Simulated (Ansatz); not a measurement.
Cost and result up the ladder for SbMe2H (C2H7Sb) (10 atoms). The state is a singlet with charge 0. Geometry: PBE0-D4/def2-SVP.

Cartesian coordinates in Å:
```
C -1.148 -0.910 -0.684
C 1.075 1.168 0.308
Sb 0.868 -0.989 0.125
H -1.100 -0.580 -1.732
H -1.772 -0.211 -0.110
H -1.599 -1.912 -0.653
H 1.943 1.404 0.939
H 0.171 1.610 0.750
H 1.241 1.597 -0.691
H 0.320 -1.177 1.747
```

Ansatz on 2 threads of Arm Neoverse V2 on a shared host. Times are rough, and most runs start from the orbitals of an earlier one. r2SCAN0-D4/def2-TZVP serves as the yardstick here, not as an exact answer. Differences are given only for rows in sets of like size (and for xTB, whose basis is part of the method), since another set adds its own error. Binding counts from free atoms at the same level (C triplet, Sb quartet, H doublet; other spins of the atoms weren't run), without zero-point energy or a counterpoise term.

In the def2 sets Sb takes a core potential; there is no spin–orbit coupling. Correlated methods freeze 6 core orbitals; core or outer-core shells of Sb are correlated, in sets that lack core-valence functions.

Correlated methods converge slowly with the basis.

```tsv
level	functions	wall time
PBE-D4/def2-SVP	89	1.1 s
PBE0-D4/def2-SVP	89	1.1 s
PBE-D4/def2-TZVP (with forces)	154	2.1 s
PBE0-D4/def2-TZVP	154	2.2 s
r2SCAN-D4/def2-TZVP	154	3.3 s
r2SCAN0-D4/def2-TZVP	154	3.8 s
B97M-V/def2-TZVP	154	8.5 s
CCSD(T)/def2-TZVP	154	40 s
```

Q: Estimate what each level gives for the binding energy per atom (eV).

A: 
| level | binding energy per atom (eV) | difference from r2SCAN0-D4/def2-TZVP (eV) |
| --- | --- | --- |
| PBE-D4/def2-SVP | 3.48 | – |
| PBE0-D4/def2-SVP | 3.44 | – |
| PBE-D4/def2-TZVP (with forces) | 3.48 | 0.08 |
| PBE0-D4/def2-TZVP | 3.44 | 0.04 |
| r2SCAN-D4/def2-TZVP | 3.43 | 0.04 |
| r2SCAN0-D4/def2-TZVP | 3.40 | 0.00 |
| B97M-V/def2-TZVP | 3.46 | 0.06 |
| CCSD(T)/def2-TZVP | 3.31 | -0.09 |
